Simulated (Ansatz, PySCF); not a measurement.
Breaking the Al1–H2 bond in AlH2I (SMILES [AlH2][I]) (multiplicity 1 held, fragments rigid). Energies count from the point at 1.571 Å.
Geometry at that point (charge 0, multiplicity 1):
```xyz
4

Al    -1.029    -1.593     0.268
H     -0.519    -2.624     1.337
H     -2.327    -1.781    -0.598
I      0.306     0.474    -0.080
```

Unrestricted levels (U-) break spin symmetry where that is lower. Active spaces are followed from a long bond inwards. Levels need not reach the same state.

Frozen-core correlation. Filled d and f shells under p-block atoms count as core. Rows in 3-21G, LANL2DZ carry no dispersion term and start afresh at each structure; the Pople sets are all-electron and without relativity. LANL2DZ brings its own core potentials from Na on.

Run with Ansatz (a quantum-chemistry and plane-wave program) with Gaussian orbitals; PySCF for 3-21G rows, LANL2DZ rows. Each number belongs to the level named beside it. In def2 rows elements past Kr take small-core potentials, without spin–orbit coupling.

```tsv
level	energy at R = 5.026 Å (kJ/mol)
R-HF/3-21G	681.7
U-HF/def2-TZVPP	279.2
R-BP86/LANL2DZ	…
U-B3LYP/LANL2DZ	342.1
U-B3LYP/def2-TZVPP	352.4
U-MP2/def2-TZVPP	345.5
U-CCSD/def2-TZVPP	357.7
FIC-NEVPT4(SD) on CASSCF(2,2)/def2-TZVPP	355.4
FIC-MRCISD+Q on CASSCF(2,2)/def2-TZVPP	358.1
```

Q: What belongs in the gaps?

A: 
- R-BP86/LANL2DZ, energy at R = 5.026 Å (kJ/mol): 445.6

Doubts at one or more of the structures used: a restricted determinant that unrestricted orbitals would lower (R-HF/3-21G); a spin-contaminated determinant (U-HF/def2-TZVPP, U-B3LYP/LANL2DZ, U-B3LYP/def2-TZVPP, U-MP2/def2-TZVPP, U-CCSD/def2-TZVPP).
